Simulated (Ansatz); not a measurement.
Reaction (formal exchange of groups at the Al–Si bond): `[SiH3][AlH][Br]` + `N#CCF` → `F[CH2][AlH][Br]` + `N#C[SiH3]`

Gas-phase electronic energies from Ansatz, PBE0-D4/def2-TZVP geometries. CBS: MP2 limit from def2 TZ/QZ plus the TZ coupled-cluster correction, frozen cores. This one scheme is used for every species. Functionals use def2-TZVPP. B3LYP here is the variant with VWN-RPA as its local correlation; programs differ in this. For Br outer-core shells are correlated without core-valence functions, which leaves a few kJ/mol of doubt a bond. Scalar relativity is left out up to krypton. Each species was taken in one conformer, which may not be the lowest.

| level | ΔE (kJ/mol) | difference from CCSD(T)/CBS |
| --- | --- | --- |
| LDA (SPW92) | -10.7 | 25.0 |
| PBE-D4 | -17.1 | 18.6 |
| revPBE-D4 | -19.8 | 15.9 |
| BLYP-D4 | -34.5 | 1.2 |
| r2SCAN0-D4 | -26.5 | 9.2 |
| BHLYP-D4 | -33.7 | 2.0 |
| ωB97X-V | -30.2 | 5.5 |
| ωB97M-V | -39.4 | -3.7 |
| PBE-QIDH | -25.3 | 10.4 |
| PBE | -16.8 | 18.9 |
| revPBE | -18.2 | 17.5 |
| B3LYP | -32.7 | 3.0 |
| r2SCANh | -27.5 | 8.2 |
| r2SCAN0 | -26.5 | 9.2 |
| CCSD/def2-SVP | -19.0 | 16.7 |
| CCSD(T)/def2-TZVPP | -31.0 | 4.7 |
| CCSD(T)/CBS | -35.7 | 0 |

Largest T1 diagnostic among the species: 0.013.

At CCSD(T), def2-SVP lies +17.2 kJ/mol from the extrapolated value and def2-TZVPP +4.7 kJ/mol. Leaving LDA and LC-ωPBE aside and taking each functional with its dispersion term where it has one, the values spread over 22.3 kJ/mol, from ωB97M-V to PBE-D4. LDA lies +6.0 kJ/mol from PBE without D4.
